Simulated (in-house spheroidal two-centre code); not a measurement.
Computed with a spheroidal two-centre code. Model: one electron and two fixed point charges, non-relativistic, separated in prolate spheroidal coordinates (energies exact to about nine digits).

With r1 and r2 the distances to the charges and R their separation, ξ = (r1 + r2)/R and η = (r1 − r2)/R; m is the angular momentum about the axis. The force apart is −d(total energy)/dR, and minima and barriers are those of the total energy. The separation constant A is the eigenvalue of −d/dη(1−η²)d/dη + m²/(1−η²) − p²η² − R(Z2−Z1)η, with p² = −E R²/2 and E the electronic energy.

Command:
```bash
python run_two.py task.json out
```
Settings:
```
Z1                     1
Z2                     1
xi_nodes               0
eta_nodes              1
m                      0
```

Time taken, with all properties: 0.6 s on 1 thread of Intel(R) Xeon(R) Processor @ 2.30GHz, on a shared host.

**Energy curve, total energy includes the repulsion of the charges.**

Given: first charge 1; second charge 1; united atom label 2p sigma u; nodes in ξ 0; nodes in η 1.

Computed: united atom energy -0.5 hartree; innermost minimum distance 12.546 bohr; innermost minimum curvature 1.5425e-05 hartree/bohr².

```csv
distance (bohr),electronic energy (hartree),total energy (hartree),kinetic energy (hartree),force apart (hartree/bohr)
0.387,-0.51009076,2.07388857,0.53039,6.7294
0.518,-0.518126042,1.41237589,0.55444,3.7969
0.695,-0.53251466,0.90633426,0.59638,2.1622
0.931,-0.556900399,0.517213457,0.66189,1.2665
1.25,-0.594574841,0.205425159,0.74336,0.75903
1.67,-0.640495525,-0.0416931297,0.80005,0.45411
2.24,-0.681591963,-0.235163392,0.7921,0.24863
3,-0.701418333,-0.368085,0.72386,0.11859
3.75,-0.698868956,-0.432202289,0.65563,0.05958
4.5,-0.687051197,-0.464828975,0.6031,0.030726
5.25,-0.67224751,-0.481771319,0.56607,0.016058
6,-0.657310559,-0.490643892,0.54114,0.0084167
6.75,-0.643434585,-0.495286437,0.52491,0.0043887
7.5,-0.631028977,-0.497695644,0.51466,0.0022613
8.25,-0.620139664,-0.498927543,0.50836,0.0011438
9,-0.610654941,-0.499543829,0.50461,0.00056328
9.75,-0.602406544,-0.499842441,0.50244,0.00026645
10.5,-0.59521815,-0.499980055,0.50122,0.00011785
11.2,-0.589321373,-0.500035659,0.50058,4.8883e-05
12,-0.583391228,-0.500057895,0.5002,1.1856e-05
12.8,-0.578185342,-0.500060342,0.50002,-3.3498e-06
13.5,-0.574130054,-0.50005598,0.49994,-8.2624e-06
14.2,-0.570472141,-0.500049606,0.49991,-9.5526e-06
15,?,?,?,?
15.8,-0.56332637,-0.50003523,0.49991,-7.925e-06
16.5,-0.560636142,-0.500030082,0.49992,-6.789e-06
17.2,-0.558165242,-0.500025707,0.49993,-5.7301e-06
18,-0.555577109,-0.500021553,0.49994,-4.6848e-06
21.2,-0.547181055,-0.500011244,0.49997,-2.1266e-06
24.9,?,?,?,?
29.3,-0.534132761,-0.500003068,0.49999,-4.1997e-07
34.5,-0.528987101,-0.500001594,0.5,-1.8512e-07
40.5,-0.524692196,-0.500000838,0.5,-8.2905e-08
47.7,-0.520964796,-0.500000435,0.5,-3.6541e-08
56.1,-0.517825539,-0.500000227,0.5,-1.6226e-08
66,-0.515151634,-0.500000119,0.5,-7.1959e-09
```

Task: What belongs in the row 15?

Result: electronic energy (hartree): -0.566708729; total energy (hartree): -0.500042062; kinetic energy (hartree): 0.49991; force apart (hartree/bohr): -9.1015e-06.

Task: What belongs in the row 24.9?

Result: electronic energy (hartree): -0.540166537; total energy (hartree): -0.500005894; kinetic energy (hartree): 0.49998; force apart (hartree/bohr): -9.5047e-07.

Task: What is the innermost minimum total energy?

Result: -0.50006 hartree.

**Where the electron sits, z along the axis from the midpoint, the separation constant A tends to l(l+1) at zero distance; at short distance the term in R(Z2−Z1)η can raise or lower it, and at long distance it falls (p² = -ER²/2).**

| distance (bohr) | mean z squared (bohr²) | mean squared distance from axis (bohr²) | separation constant |
| --- | --- | --- | --- |
| 0.12 | 4.4817 | 2.9862 | 1.9978 |
| 0.215 | 4.4417 | 2.9559 | 1.993 |
| 0.387 | 4.3152 | 2.8599 | 1.9771 |
| 0.695 | ? | ? | ? |
| 1.25 | 3.3048 | 2.0357 | 1.7198 |
| 2.24 | 3.2468 | 1.6262 | 0.95429 |
| 3.75 | 4.9404 | 1.6571 | -1.1055 |
| 5.25 | 7.9474 | 1.794 | -4.0859 |
| 6.75 | 12.197 | 1.8959 | -8.0156 |
| 8.25 | 17.691 | 1.9525 | -12.962 |
| 9.75 | 24.399 | 1.9791 | -18.982 |
| 11.2 | 31.998 | 1.9902 | -25.851 |
| 12.8 | 41.623 | 1.9951 | -34.643 |
| 14.2 | ? | ? | ? |
| 15.8 | 63.128 | 1.9979 | -54.578 |
| 17.2 | 74.7 | 1.9984 | -65.422 |
| 21.2 | 113.15 | 1.9991 | -101.81 |
| 29.3 | 215.47 | 1.9997 | -200.01 |
| 40.5 | 410.95 | 1.9999 | -389.84 |
| 56.1 | 787.72 | 1.9999 | -758.77 |

Task: What belongs in the row 0.695?

Result: mean z squared (bohr²): 3.9581; mean squared distance from axis (bohr²): 2.5851; separation constant: 1.9227.

Task: What belongs in the row 14.2?

Result: mean z squared (bohr²): 51.1; mean squared distance from axis (bohr²): 1.9969; separation constant: -43.385.
